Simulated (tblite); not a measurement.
A geometry optimisation, step by step.

Species: C4H9NO3Si2.
Atom-mapped SMILES: `[CH2:1]=[CH:2][Si@:3]([OH:4])([CH:5]=[O:6])[SiH2:7][C:8]([NH2:9])=[O:10]` (hydrogens: H11, H12 on C1; H13 on C2; H14 on O4; H15 on C5; H16, H17 on Si7; H18, H19 on N9)

Computed with GFN2-xTB (tblite), gas phase: L-BFGS steps from a force-field or distance-geometry start until the largest atomic force falls under 0.01 eV/Å. 5 of its 291 geometries are shown.

Step 0: E = -859.7616 eV, largest atomic force 3.772 eV/Å
```
atom  x, y, z in Å  |  force x, y, z in eV/Å
C1     -3.236    0.451    0.078    0.273   0.396   0.248
C2     -1.971    0.818    0.312   -0.944  -0.243   0.038
Si3    -0.684   -0.407   -0.267   -2.197   0.199  -2.372
O4     -1.281   -0.871   -1.843    0.736   2.130   1.178
C5     -0.779   -1.859    0.856    0.630  -2.020  -0.336
O6     -0.209   -2.893    0.544   -0.579   0.613   0.808
Si7     1.307    0.438   -0.577    1.642   0.104  -1.578
C8      2.242    0.843    0.973   -0.152   1.992   3.199
N9      3.509    0.220    1.168    0.704   0.064  -0.150
O10     1.738    1.639    1.812    1.645  -2.147  -2.198
H11    -3.422   -0.499   -0.434   -0.184   0.621   0.287
H12    -4.079    1.072    0.375    0.112  -0.316  -0.169
H13    -1.713    1.733    0.829   -0.200  -0.063  -0.072
H14    -1.378   -0.001   -2.324   -0.031  -1.722   0.363
H15    -1.353   -1.746    1.777   -0.087  -0.359   0.482
H16     2.106   -0.561   -1.321    0.140   0.235   0.043
H17     1.239    1.641   -1.421    0.062   0.078   0.066
H18     3.561   -0.710    1.618    0.029   1.296  -0.604
H19     4.393    0.701    0.867   -1.599  -0.857   0.764
```

Step 72: E = -861.8090 eV, largest atomic force 0.739 eV/Å
```
atom  x, y, z in Å  |  force x, y, z in eV/Å
C1     -3.255    0.781    0.185    0.037  -0.001  -0.052
C2     -1.948    0.844    0.403   -0.034  -0.011  -0.008
Si3    -0.717   -0.368   -0.380   -0.052   0.048  -0.024
O4     -1.389   -1.188   -1.631    0.012   0.077  -0.078
C5     -0.567   -1.874    0.817    0.564  -0.283   0.104
O6      0.487   -2.453    0.986   -0.658   0.335   0.015
Si7     1.408    0.409   -0.840   -0.062   0.064   0.052
C8      2.166    0.839    0.868    0.152  -0.034  -0.054
N9      3.330    0.262    1.233   -0.030  -0.157  -0.091
O10     1.585    1.636    1.583   -0.112   0.037   0.111
H11    -3.656    0.062   -0.512   -0.104   0.008   0.060
H12    -3.969    1.430    0.673    0.056  -0.010  -0.071
H13    -1.574    1.593    1.089    0.057  -0.077  -0.005
H14    -1.548   -0.802   -2.491   -0.042   0.012   0.063
H15    -1.487   -2.224    1.336    0.179  -0.079  -0.015
H16     2.322   -0.512   -1.539    0.003   0.060  -0.006
H17     1.388    1.680   -1.585    0.053  -0.080  -0.025
H18     3.734   -0.451    0.651    0.009  -0.032   0.030
H19     3.681    0.345    2.176   -0.028   0.123  -0.005
```

Step 145: E = -861.8960 eV, largest atomic force 0.029 eV/Å
```
atom  x, y, z in Å  |  force x, y, z in eV/Å
C1     -3.182    0.937    0.123    0.014   0.002  -0.009
C2     -1.903    0.767    0.431    0.000  -0.014   0.010
Si3    -0.737   -0.446   -0.429    0.004  -0.005   0.005
O4     -1.488   -1.236   -1.650   -0.001  -0.012   0.003
C5     -0.304   -1.902    0.762    0.008   0.004   0.018
O6      0.829   -2.052    1.151   -0.020   0.011  -0.017
Si7     1.376    0.371   -0.884    0.015  -0.005  -0.002
C8      2.042    0.802    0.863   -0.007  -0.008  -0.004
N9      3.197    0.253    1.289   -0.021  -0.006  -0.002
O10     1.401    1.578    1.552    0.007   0.006  -0.006
H11    -3.662    0.349   -0.645   -0.015   0.008   0.001
H12    -3.812    1.659    0.618    0.024  -0.014   0.008
H13    -1.466    1.382    1.206   -0.011   0.006   0.004
H14    -2.032   -0.783   -2.288   -0.004   0.006  -0.017
H15    -1.085   -2.619    1.085   -0.005  -0.006   0.002
H16     2.323   -0.544   -1.545    0.006   0.004   0.019
H17     1.409    1.622   -1.654    0.003   0.017  -0.007
H18     3.609   -0.511    0.785   -0.002  -0.002  -0.003
H19     3.473    0.383    2.252    0.006   0.008  -0.003
```

Step 218: E = -861.9251 eV, largest atomic force 0.760 eV/Å
```
atom  x, y, z in Å  |  force x, y, z in eV/Å
C1     -3.001    0.958    0.314   -0.112  -0.044   0.015
C2     -1.772    0.574    0.630    0.052  -0.047   0.053
Si3    -0.669   -0.538   -0.435   -0.026  -0.005  -0.006
O4     -1.476   -1.199   -1.693    0.046  -0.048   0.106
C5     -0.238   -2.122    0.575    0.127   0.004   0.202
O6      0.840   -2.242    1.116   -0.158   0.034  -0.102
Si7     1.375    0.399   -0.972    0.040  -0.105  -0.048
C8      2.135    1.153    0.621    0.001  -0.442  -0.290
N9      2.677    0.295    1.499    0.193  -0.198   0.361
O10     2.151    2.348    0.806   -0.045   0.753   0.089
H11    -3.497    0.610   -0.580    0.047   0.023   0.010
H12    -3.587    1.612    0.943    0.047  -0.003  -0.029
H13    -1.342    0.957    1.550   -0.005  -0.018  -0.070
H14    -1.937   -0.675   -2.339   -0.074   0.064  -0.089
H15    -0.979   -2.942    0.674    0.041   0.040  -0.063
H16     2.337   -0.611   -1.459   -0.043   0.050   0.014
H17     1.314    1.470   -1.971    0.006   0.035  -0.019
H18     2.579   -0.704    1.389   -0.021   0.107   0.075
H19     3.080    0.667    2.355   -0.116  -0.199  -0.210
```

Step 290: E = -861.9819 eV, largest atomic force 0.008 eV/Å
```
atom  x, y, z in Å  |  force x, y, z in eV/Å
C1     -2.965    0.818    0.435   -0.001  -0.006  -0.001
C2     -1.679    0.575    0.644    0.001  -0.001  -0.001
Si3    -0.584   -0.508   -0.458   -0.003   0.001   0.005
O4     -1.423   -1.181   -1.687    0.002  -0.002   0.006
C5     -0.223   -2.079    0.589   -0.003   0.000  -0.005
O6      0.654   -2.128    1.422    0.003  -0.002   0.004
Si7     1.420    0.485   -1.072    0.000   0.003  -0.005
C8      2.332    1.110    0.503   -0.002   0.004   0.002
N9      2.289    0.323    1.595    0.000  -0.002  -0.002
O10     2.924    2.174    0.491    0.003  -0.005   0.001
H11    -3.497    0.381   -0.396   -0.004   0.005  -0.005
H12    -3.550    1.454    1.081    0.002   0.000  -0.001
H13    -1.204    1.042    1.498    0.003  -0.001   0.001
H14    -1.889   -0.669   -2.342   -0.001   0.003  -0.004
H15    -0.834   -2.983    0.402    0.001  -0.002   0.000
H16     2.329   -0.466   -1.735   -0.004  -0.001   0.002
H17     1.271    1.633   -1.974   -0.003  -0.002   0.003
H18     1.823   -0.576    1.606    0.003   0.007   0.003
H19     2.797    0.607    2.420    0.001  -0.001  -0.001
```

Task: Summarise the path.

Result: The energy falls by 51.20 kcal/mol from step 0 to step 290; nine tenths of that is first reached at step 66. It rises by more than 0.2 meV at steps 190, 192, 200, 203, 218, 231 and 233. The largest force goes from 3.772 to 0.008 eV/Å. Among the bonds Si3–Si7 changes most, from 2.185 to 2.319 Å; the atoms move by 1.142 Å rms after alignment.

What follows is the cost of the whole relaxation. Time: 5.3 s wall. Hardware: one thread of an Arm Neoverse N1, shared host with 64 logical CPUs at a one-minute load of 61.
